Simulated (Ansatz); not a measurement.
Reaction (ligand exchange at a Te–Si bond): `C[Te][SiH](O)F` + `O[AsH2]` → `C[Te][AsH]O` + `O[SiH2]F`

Calculated with Ansatz (gas phase, PBE0-D4/def2-TZVP geometries, no zero-point term in ΔE). CCSD(T)/CBS adds triple-zeta CCSD(T) − MP2 to the extrapolated MP2 energy (def2 sets, frozen cores). DFT in def2-TZVPP. def2 core potentials past Kr. For As, Te outer-core shells are correlated without core-valence functions, which leaves a few kJ/mol of doubt a bond. Scalar relativity is left out up to krypton. Each species was taken in one conformer, which may not be the lowest.

Task: Is it downhill or uphill in electronic energy at CCSD(T)/CBS, and by how much? (An estimate is asked.)

Result: The calculation gave: Downhill: ΔE = -4.0 kcal/mol.

Task: What do these levels give: PBE-D4, r2SCAN-D4, ωB97X-V, MP2/def2-QZVPP, SCS-MP2/def2-QZVPP, HF/CBS(def2)? (An estimate is asked.)

Result: Computed: PBE-D4 -4.4, r2SCAN-D4 -3.8, ωB97X-V -2.7, MP2/def2-QZVPP -4.3, SCS-MP2/def2-QZVPP -4.3, HF/CBS(def2) -3.4 kcal/mol.

Largest T1 diagnostic among the species: 0.012.

From PBE to PBE0 (25 % exact exchange), in def2-TZVPP and without D4, ΔE moves by +1.0 kcal/mol.
